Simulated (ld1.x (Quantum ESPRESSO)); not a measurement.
## Pseudopotential generation for Lu: ultrasoft, PBE, fully relativistic.

lutetium (Lu), ultrasoft, made with ld1.x (Quantum ESPRESSO) 7.5 (PBE, fully relativistic). Core [Kr] 4d10, reference 4f13 5s2 5p6 5d2 6s2 6p0. Waves: 5s (bound): rcut 1.75, rcutus 2.20 bohr; 6s (bound): rcut 1.75, rcutus 2.20 bohr; 5p (bound): rcut 1.80, rcutus 1.90 bohr; 6p (bound, empty): rcut 1.80, rcutus 1.90 bohr; 5d (bound): rcut 2.50, rcutus 3.15 bohr; 5d channel at 0.8 Ry: rcut 2.50, rcutus 3.15 bohr; 4f (bound): rcut 0.90, rcutus 1.25 bohr; 4f channel at 0.85 Ry: rcut 0.90, rcutus 1.25 bohr. Local part: all-electron potential smoothed inside 2.50 bohr (lloc = -1). Core correction: none. Augmentation charge: PSQ, inside the norm-conserving radii.

Open shells are filled in proportion to 2j + 1 (rel_dist='average').

All-electron outer shells of the reference configuration (PBE, scalar-relativistic, ld1.x):

```tsv
shell	level (eV)	outermost node (bohr)	outermost maximum (bohr)
4p	-366.57	0.25	0.47
4d	-200.03	0.23	0.48
5s	-65.17	0.56	1.04
5p	-34.86	0.61	1.18
4f	-16.78	–	0.47
6s	-5.01	1.39	2.93
5d	-2.80	0.68	1.71
6p	-1.39	1.68	4.11
```

Task: Does the generator finish with these settings?

Result: Yes, a potential is produced and its reference levels are reproduced.

Task: Is the overlap operator S = 1 + Σ q|β⟩⟨β| positive definite (Bessel basis up to 400 Ry)?

Result: No: its lowest eigenvalue is -0.220, in the s channel, so the generalised eigenproblem breaks down once the basis is large enough.

Test run stopped at test 1 of 7 (negative rho).

The ghost test of this file was not conclusive. Its overlap operator is not positive definite in a basis up to 400 Ry (lowest eigenvalue s -0.22), so the file is unfit for use: the generalised eigenproblem breaks down once the basis is large enough, and its test numbers describe a broken file.
